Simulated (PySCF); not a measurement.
# How the method changes the shape and vibrations of BH3NOSi cation

All numbers below are calculated, not measured. They come from PySCF 2.14.0, an open-source quantum chemistry program, on an isolated molecule that a program drew, which may never have been made. The molecule is BH3NOSi cation (charge +1, singlet), drawn as the SMILES string `[BH+]N=[SiH]O`.

The geometry was optimised and harmonic frequencies were computed with HF and MP2, all in the cc-pV(D+d)Z basis, for the commonest isotopes, with a restricted reference for singlets and an unrestricted one otherwise, and a frozen core in MP2. Each result is a local minimum of its method.

Geometry at the HF minimum:
```xyz
7
BH3NOSi cation, angstrom
B     1.6681    2.1179   -0.1157
N     1.2183    1.0151    0.3228
Si    0.7826   -0.4403    0.8529
O    -0.6537   -0.7929    1.3768
H     2.0748    3.1373   -0.5182
H     1.6878   -1.5677    0.8941
H    -1.4257   -0.2431    1.4560
```

Lengths of the bonds as drawn, in Å (atoms numbered as above):
```
  bond     HF    MP2
 B1-N2  1.269  1.288
N2-Si3  1.609  1.634
Si3-O4  1.569  1.594
 B1-H5  1.169  1.178
Si3-H6  1.447  1.454
 O4-H7  0.951  0.973
```

Rotational constants, in GHz:
| constant | HF | MP2 |
|---|---|---|
| A | 29.73 | 29.9 |
| B | 3.547 | 3.419 |
| C | 3.169 | 3.068 |

Harmonic frequencies in cm^-1, each column in rising order, so a row needn't be the same motion in every method:
| rank | HF | MP2 |
|---|---|---|
| 1 | 130 | 113 |
| 2 | 167 | 143 |
| 3 | 357 | 330 |
| 4 | 507 | 479 |
| 5 | 671 | 639 |
| 6 | 714 | 707 |
| 7 | 832 | 754 |
| 8 | 840 | 762 |
| 9 | 861 | 805 |
| 10 | 931 | 884 |
| 11 | 1131 | 1074 |
| 12 | 1894 | 1812 |
| 13 | 2519 | ? |
| 14 | 3016 | 2928 |
| 15 | 4103 | 3816 |

**Estimate the missing MP2 frequency from the HF column.**

A single factor s that minimises the squared misfit of MP2 against s times HF over the other rows is sum(HF x MP2) / sum(HF^2) = 0.9448, with an rms misfit of 32 cm^-1. For rank 13 it gives 0.9448 x 2519 = 2380 cm^-1. The calculation gives 2449 cm^-1, 69 cm^-1 above the estimate. The drawn bonds are on average 1.4 % longer in MP2 than in HF.
